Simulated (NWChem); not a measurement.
All runs are NWChem calculations. System: iminoborane (H2BN), charge 0, spin multiplicity 1, at a geometry optimised with PBE/def2-SVP. Level: CCSD(T)/def2-TZVP, 2 core orbitals frozen.

The NWChem input:

```
start mol
memory heap 100 mb stack 700 mb global 1900 mb
geometry units angstroms nocenter noautoz
  B      0.000000     0.000000    -0.701057
  N      0.000000     0.000000     0.548845
  H      0.000000     0.000000    -1.891011
  H      0.000000     0.000000     1.554379
  symmetry group C2v
end
basis spherical
  * library def2-tzvp
end
scf
  rhf
  nopen 0
  maxiter 100
  thresh 1e-7
  semidirect memsize 60000000 filesize 0
end
tce
  freeze core 2
  ccsd(t)
  2eorb
  2emet 13
  thresh 1e-6
  maxiter 100
  tilesize 24
end
task tce energy
```

Part of the output:

```
             Northwest Computational Chemistry Package (NWChem) 7.3.0
             --------------------------------------------------------

                                NWChem Input Module
                                -------------------

 Scaling coordinates for geometry "geometry" by  1.889725989
 (inverse scale =  0.529177249)

 Turning off AUTOSYM since
 SYMMETRY directive was detected!

                             Geometry "geometry" -> ""
                             -------------------------

 Output coordinates in angstroms (scale by  1.889725989 to convert to a.u.)

  No.       Tag          Charge          X              Y              Z
 ---- ---------------- ---------- -------------- -------------- --------------
    1 B                    5.0000     0.00000000     0.00000000    -0.70105700
    2 N                    7.0000     0.00000000     0.00000000     0.54884500
    3 H                    1.0000     0.00000000     0.00000000    -1.89101100
    4 H                    1.0000     0.00000000     0.00000000     1.55437900

 Effective nuclear repulsion energy (a.u.)      23.5704249663

            Nuclear Dipole moment (a.u.)
            ----------------------------
        X                 Y               Z
 ---------------- ---------------- ----------------
     0.0000000000     0.0000000000    -0.0000037795

      Symmetry information
      --------------------

 Group name             C2v
 Group number             16
 Group order               4
 No. of unique centers     4

      Symmetry unique atoms

     1    2    3    4


 Summary of "ao basis" -> "" (spherical)
 ------------------------------------------------------------------------------
       Tag                 Description            Shells   Functions and Types
 ---------------- ------------------------------  ------  ---------------------
 *                         def2-tzvp                  on all atoms

 Summary of "ao basis" -> "ao basis" (spherical)
 ------------------------------------------------------------------------------
       Tag                 Description            Shells   Functions and Types
 ---------------- ------------------------------  ------  ---------------------
 B                         def2-tzvp                11       31   5s3p2d1f
 N                         def2-tzvp                11       31   5s3p2d1f
 H                         def2-tzvp                 4        6   3s1p

                                 NWChem SCF Module
                                 -----------------

  ao basis        = "ao basis"
  functions       =    74
  atoms           =     4
  closed shells   =     7
  open shells     =     0
  charge          =   0.00
  wavefunction    = RHF
  use symmetry    = T
  symmetry adapt  = T

 Summary of "ao basis" -> "ao basis" (spherical)
 ------------------------------------------------------------------------------
       Tag                 Description            Shells   Functions and Types
 ---------------- ------------------------------  ------  ---------------------
 B                         def2-tzvp                11       31   5s3p2d1f
 N                         def2-tzvp                11       31   5s3p2d1f
 H                         def2-tzvp                 4        6   3s1p

      Symmetry analysis of basis
      --------------------------

        a1         36
        a2          6
        b1         16
        b2         16

 Forming initial guess at       0.0s

      Superposition of Atomic Density Guess
      -------------------------------------

 Sum of atomic energies:         -79.84588306

      Non-variational initial energy
      ------------------------------

 Total energy =     -80.503104
 1-e energy   =    -153.009529
 2-e energy   =      48.936001
 HOMO         =      -0.410414
 LUMO         =       0.053861

      Symmetry analysis of molecular orbitals - initial
      -------------------------------------------------

 !! scf_movecs_sym_adapt:   44 vectors were symmetry contaminated

  Symmetry fudging

 !! scf_movecs_sym_adapt:   44 vectors were symmetry contaminated

  Numbering of irreducible representations:

     1 a1          2 a2          3 b1          4 b2

  Orbital symmetries:

     1 a1          2 a1          3 a1          4 a1          5 a1
     6 b2          7 b1          8 b2          9 b1         10 a1
    11 a1         12 a1         13 b1         14 b2         15 a1
    16 a1         17 a1

 Starting SCF solution at       0.3s

 ----------------------------------------------
         Quadratically convergent ROHF

 Convergence threshold     :          1.000E-07
 Maximum no. of iterations :          100
 Final Fock-matrix accuracy:          1.000E-09
 ----------------------------------------------

              iter       energy          gnorm     gmax       time
             ----- ------------------- --------- --------- --------
                 1      -80.2596557454  9.94D-01  2.64D-01      0.3
                 2      -80.3184329446  2.80D-01  1.02D-01      0.3
                 3      -80.3260100740  5.59D-02  1.39D-02      0.3
                 4      -80.3263700516  1.13D-03  3.14D-04      0.3
                 5      -80.3263702375  7.05D-07  1.42D-07      0.4
                 6      -80.3263702375  9.29D-09  2.24D-09      0.4

       Final RHF  results
       ------------------

         Total SCF energy =    -80.326370237540
      One-electron energy =   -154.902321541265
      Two-electron energy =     51.005526337387
 Nuclear repulsion energy =     23.570424966338

        Time for solution =      0.1s

       Symmetry analysis of molecular orbitals - final
       -----------------------------------------------

  Numbering of irreducible representations:

     1 a1          2 a2          3 b1          4 b2

  Orbital symmetries:

     1 a1          2 a1          3 a1          4 a1          5 a1
     6 b1          7 b2          8 a1          9 b2         10 b1
    11 a1         12 a1         13 b1         14 b2         15 a1
    16 a1         17 a1

             Final eigenvalues
             -----------------

              1
    1  -15.5355
    2   -7.6158
    3   -1.1051
    4   -0.7293
    5   -0.6106
    6   -0.4247
    7   -0.4247
    8    0.1289
    9    0.1306
   10    0.1306
   11    0.1509
   12    0.1866
   13    0.2838
   14    0.2838
   15    0.2932
   16    0.4851
   17    0.5358

                       ROHF Final Molecular Orbital Analysis
                       -------------------------------------

 Vector    5  Occ=2.000000D+00  E=-6.106012D-01  Symmetry=a1
              MO Center=  1.4D-16, -3.5D-17, -1.4D+00, r^2= 1.1D+00
   Bfn.  Coefficient  Atom+Function         Bfn.  Coefficient  Atom+Function
  ----- ------------  ---------------      ----- ------------  ---------------
     8      0.271619  1 B  pz                64     -0.263539  3 H  s
    11      0.217365  1 B  pz                63     -0.179543  3 H  s
     3     -0.160045  1 B  s                  4     -0.153546  1 B  s

 Vector    6  Occ=2.000000D+00  E=-4.246653D-01  Symmetry=b1
              MO Center=  3.0D-17, -4.9D-33,  2.8D-01, r^2= 1.2D+00
   Bfn.  Coefficient  Atom+Function         Bfn.  Coefficient  Atom+Function
  ----- ------------  ---------------      ----- ------------  ---------------
    37      0.359093  2 N  px                40      0.336396  2 N  px
    43      0.254401  2 N  px                 6      0.206879  1 B  px

 Vector    7  Occ=2.000000D+00  E=-4.246653D-01  Symmetry=b2
              MO Center=  3.4D-32,  9.9D-18,  2.8D-01, r^2= 1.2D+00
   Bfn.  Coefficient  Atom+Function         Bfn.  Coefficient  Atom+Function
  ----- ------------  ---------------      ----- ------------  ---------------
    38      0.359093  2 N  py                41      0.336396  2 N  py
    44      0.254401  2 N  py                 7      0.206879  1 B  py

 Vector    8  Occ=0.000000D+00  E= 1.289197D-01  Symmetry=a1
              MO Center= -5.8D-18,  3.0D-17,  1.9D-01, r^2= 6.9D+00
   Bfn.  Coefficient  Atom+Function         Bfn.  Coefficient  Atom+Function
  ----- ------------  ---------------      ----- ------------  ---------------
     5      2.400549  1 B  s                 36     -2.350453  2 N  s
    65     -0.927092  3 H  s                 71      0.830487  4 H  s
    11      0.549677  1 B  pz                 4      0.388838  1 B  s
    22      0.282825  1 B  d  0              34     -0.165688  2 N  s
    45      0.160533  2 N  pz                14      0.156375  1 B  pz

 Vector    9  Occ=0.000000D+00  E= 1.306310D-01  Symmetry=b2
              MO Center=  2.4D-30,  7.2D-16, -9.1D-01, r^2= 5.1D+00
   Bfn.  Coefficient  Atom+Function         Bfn.  Coefficient  Atom+Function
  ----- ------------  ---------------      ----- ------------  ---------------
    13      1.106796  1 B  py                44     -0.553883  2 N  py
    38     -0.185031  2 N  py

 Vector   10  Occ=0.000000D+00  E= 1.306310D-01  Symmetry=b1
              MO Center= -7.9D-16,  6.7D-31, -9.1D-01, r^2= 5.1D+00
   Bfn.  Coefficient  Atom+Function         Bfn.  Coefficient  Atom+Function
  ----- ------------  ---------------      ----- ------------  ---------------
    12      1.106796  1 B  px                43     -0.553883  2 N  px
    37     -0.185031  2 N  px

 center of mass
 --------------
 x =   0.00000000 y =   0.00000000 z =  -0.02600258

 moments of inertia (a.u.)
 ------------------
          55.932898373540           0.000000000000           0.000000000000
           0.000000000000          55.932898373540           0.000000000000
           0.000000000000           0.000000000000           0.000000000000

  Mulliken analysis of the total density
  --------------------------------------

    Atom       Charge   Shell Charges
 -----------   ------   -------------------------------------------------------
    1 B    5     4.94   0.92  1.06  0.50  0.44  0.04  0.93  0.78  0.14  0.06  0.05  0.02
    2 N    7     7.44   0.82  1.16  0.53  0.67  0.13  1.50  1.69  0.92  0.00  0.01  0.00
    3 H    1     0.92   0.24  0.50  0.17  0.01
    4 H    1     0.70   0.24  0.37  0.04  0.04

       Multipole analysis of the density wrt the origin
       ------------------------------------------------

     L   x y z        total         open         nuclear
     -   - - -        -----         ----         -------
     0   0 0 0     -0.000000      0.000000     14.000000

     1   1 0 0     -0.000000      0.000000      0.000000
     1   0 1 0      0.000000      0.000000      0.000000
     1   0 0 1     -0.168826      0.000000     -0.000004

     2   2 0 0     -9.908087      0.000000      0.000000
     2   1 1 0     -0.000000      0.000000      0.000000
     2   1 0 1     -0.000000      0.000000      0.000000
     2   0 2 0     -9.908087      0.000000      0.000000
     2   0 1 1      0.000000      0.000000      0.000000
     2   0 0 2     -5.715727      0.000000     37.703429

                   NWChem Extensible Many-Electron Theory Module
                   ---------------------------------------------


            General Information
            -------------------
      Number of processors :     1
         Wavefunction type : Restricted Hartree-Fock
          No. of electrons :    14
           Alpha electrons :     7
            Beta electrons :     7
           No. of orbitals :   148
            Alpha orbitals :    74
             Beta orbitals :    74
        Alpha frozen cores :     2
         Beta frozen cores :     2
     Alpha frozen virtuals :     0
      Beta frozen virtuals :     0
         Spin multiplicity : singlet
    Number of AO functions :    74
       Number of AO shells :    30
        Use of symmetry is : on
      Symmetry adaption is : on
         Schwarz screening : 0.10D-09

          Correlation Information
          -----------------------
          Calculation type : Coupled-cluster singles & doubles w/ perturbation
   Perturbative correction : (T)
            Max iterations :      100
        Residual threshold : 0.10D-05
     T(0) DIIS level shift : 0.00D+00
     L(0) DIIS level shift : 0.00D+00
     T(1) DIIS level shift : 0.00D+00
     L(1) DIIS level shift : 0.00D+00
     T(R) DIIS level shift : 0.00D+00
     T(I) DIIS level shift : 0.00D+00
   CC-T/L Amplitude update :  5-th order DIIS
                I/O scheme : Global Array Library
        L-threshold :  0.10D-05
        EOM-threshold :  0.10D-05
 no EOMCCSD initial starts read in
 TCE RESTART OPTIONS
 SLICE:      F
 D4D5:       F
 quantumc:   F
 qrotation:  F
 pwtce:      F
 qducc:      F
 nacto:                         0
 nrotv:                         0
 nrot:                          0

            Memory Information
            ------------------
          Available GA space size is     249031324 doubles
          Available MA space size is     104853708 doubles

 Maximum block size supplied by input
 Maximum block size        24 doubles

 tile_dim =     16

 -------------------------------------------------

 Global array virtual files algorithm will be used

 Parallel file system coherency ......... OK

 4-electron integrals stored in orbital form

 v2    file size   =          1708359
 4-index algorithm nr.  13 is used
 imaxsize =       30
 imaxsize ichop =        0


CCSD iterations
 ---------------------------------------------------------
 Iter          Residuum       Correlation     Cpu    Wall
 ---------------------------------------------------------
    1   0.1430909270599  -0.3001134324660     0.1     0.1
    2   0.0384382550524  -0.3034014551006     0.1     0.1
    3   0.0146244231349  -0.3101423781125     0.1     0.1
    4   0.0070518646494  -0.3108623784657     0.1     0.1
    5   0.0033914084546  -0.3115546857773     0.1     0.1
    6   0.0010923442113  -0.3119063327276     0.1     0.1
    7   0.0005297579241  -0.3119333296836     0.1     0.1
    8   0.0002237707480  -0.3119467825204     0.1     0.1
    9   0.0001386785488  -0.3119469375194     0.1     0.1
   10   0.0000663714649  -0.3119529264626     0.1     0.1
   11   0.0000097113381  -0.3119572404481     0.1     0.1
   12   0.0000031293555  -0.3119572073105     0.1     0.1
   13   0.0000011718874  -0.3119576860468     0.1     0.1
   14   0.0000006246885  -0.3119576959150     0.1     0.1
 -----------------------------------------------------------------
 Iterations converged
 CCSD correlation energy / hartree =        -0.311957695915048
 CCSD total energy / hartree       =       -80.638327933454860

 Singles contributions

 Doubles contributions
 CCSD(T)
 Using plain CCSD(T) code
             total no. of tasks          428
 total no. of tasks / no. procs          428
                         wl_min          540           2.9
                         wl_max       110592           6.9
        thresh for no. of tasks          428

 CCSD[T]  correction energy / hartree =        -0.015232945387495
 CCSD[T] correlation energy / hartree =        -0.327190641302543
 CCSD[T] total energy / hartree       =       -80.653560878842356
 CCSD(T)  correction energy / hartree =        -0.014399472411371
 CCSD(T) correlation energy / hartree =        -0.326357168326419
 CCSD(T) total energy / hartree       =       -80.652727405866230

 Task  times  cpu:        6.1s     wall:        6.1s

 Total times  cpu:        6.1s     wall:        6.1s
```
